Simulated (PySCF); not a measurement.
# Correlation energy of Nb²⁺ (niobium, charge +2)

[Kr] 4d2 5s1, high-spin 4F determinant (an excited configuration). Computed with PySCF 2.14 in aug-cc-pVTZ-PP with ECP28MDF (6s6p5d3f2g, 88 functions), with scalar relativity through the core potential. Frozen: 4s2 4p6; 3 electrons correlated.

```tsv
level	correlation energy (mhartree)
CCSD	-15.94
(T)	-0.11
CCSD(T)	-16.05
```

Diagnostics: T1 = 0.0032, D1 = 0.0074, largest double amplitude 0.025.

Question: Is a single reference adequate?

Answer: Yes, within this model without spin-orbit coupling: T1 lies below 0.03 and no double amplitude reaches 0.07.
